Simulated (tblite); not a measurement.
C3H14OSi4.
Z-matrix (Å and degrees, GFN2-xTB geometry), rows numbered from 1:
```
O 
C   1  1.2136
C   2  1.4517  1  122.00
Si  3  1.9201  2  101.75  1    -2.46
Si  3  1.9052  2  109.32  1  -123.28
Si  3  1.9166  2  108.56  1   115.39
C   6  1.8952  3  111.65  2    67.39
Si  7  1.8986  6  114.21  3   177.99
H   2  1.1072  1  119.93  3   179.90
H   4  1.4712  3  106.29  2  -178.90
H   4  1.4582  3  109.71  2   -61.54
H   4  1.4574  3  110.35  2    63.69
H   5  1.4634  3  110.09  2    69.02
H   5  1.4628  3  108.78  2  -170.05
H   5  1.4673  3  110.09  2   -50.04
H   6  1.4686  3  109.05  2   -53.93
H   6  1.4678  3  106.90  2  -172.00
H   7  1.0901  6  109.17  3    56.13
H   7  1.0901  6  109.62  3   -59.76
H   8  1.4667  7  109.34  6  -179.53
H   8  1.4630  7  109.86  6    60.65
H   8  1.4630  7  109.32  6   -60.00
```

All values are computed: GFN2-xTB (tblite) harmonic vibrations without scaling, gas phase. This tight-binding method is rough: wavenumbers can miss measured ones by several per cent, in bad cases by 10 to 20. Modes of hydrogen on silicon can be 10 to 20 % off. One conformer, not necessarily the lowest.

Harmonic wavenumbers (cm⁻¹): 34.1, 37.4, 64.9, 77.5, 112.0, 124.1, 141.0, 151.2, 165.1, 187.8, 212.3, 246.1, 304.8, 419.1, 441.3, 494.8, 510.7, 517.3, 527.8, 532.1, 536.3, 580.3, 627.5, 691.0, 708.8, 716.7, 755.5, 767.9, 769.9, 782.9, 785.5, 790.4, 794.2, 801.7, 806.3, 813.6, 817.0, 828.6, 927.6, 958.9, 1018.1, 1133.6, 1155.9, 1371.7, 1452.0, 1689.3, 2201.1, 2219.0, 2229.7, 2234.6, 2242.0, 2266.7, 2269.8, 2271.7, 2275.4, 2313.8, 2320.2, 2750.1, 2972.7, 2981.4.

A = 1585, B = 501.5, C = 469.0 MHz; mass 178.012 u (most abundant isotopes); point group C1, symmetry number 1.

Task: What is the zero-point energy?

Result: ½Σν̃ = 30965 cm⁻¹ = 88.53 kcal/mol.

Task: Give the ideal-gas entropy at 298.15 K and 1 bar in the rigid-rotor, harmonic-oscillator model (classical rotation).

Result: Translation 41.46, rotation 31.13, vibration 51.07: S = 123.7 cal/(mol K).

Task: And Cp and H(298.15 K) − H(0)?

Result: Cp = 57.06 cal/(mol K), of which vibrations give 49.12 (their classical limit is 60 R = 119.2); H(298.15 K) − H(0) = 10.08 kcal/mol without the zero-point energy, 7.71 from vibrations.

Task: Which modes carry the vibrational entropy at 298.15 K?

Result: 34.1 cm⁻¹: 5.58; 37.4 cm⁻¹: 5.39; 64.9 cm⁻¹: 4.30; 77.5 cm⁻¹: 3.95; 112.0 cm⁻¹: 3.23; 124.1 cm⁻¹: 3.04 cal/(mol K); the other 54 give 25.57 together.

Task: Blend soft modes into free rotors: weight 1/[1 + (100 cm⁻¹/ν̃)⁴] for the oscillator and the rest for a rotor with moment μB/(μ + B), μ = h/(8π²ν), B = 10⁻⁴⁴ kg m². What vibrational entropy results?

Result: 46.03 cal/(mol K) in place of 51.07, which changes −T·S at 298.15 K by +1.50 kcal/mol.

Task: How do the functions run with temperature in this model?

Result: 
```tsv
T (K)	S (cal/(mol K))	Cp (cal/(mol K))	H − H(0) (kcal/mol)	G − H(0) (kcal/mol)	ln q(vib)
100	80.8	26.8	1.76	-6.32	3.65
200	104.0	42.2	5.19	-15.60	8.33
300	124.0	57.3	10.19	-27.02	12.76
500	158.6	77.9	23.89	-55.40	21.15
800	199.4	95.6	50.16	-109.37	32.31
1000	221.6	103.2	70.10	-151.52	38.88
```

q(vib) and H(0) count from the zero-point level.

Hindered rotation and anharmonicity are outside this model. Other conformers, if any are populated, would add a mixing term that is left out. The structure is chiral; the term R ln 2 for an equal mix with its mirror image is left out.

Hardware: an Arm Neoverse N1 with one thread, no GPU, on a shared host. Cost: 2.4 s wall. This covers the Hessian and the dipole derivatives.
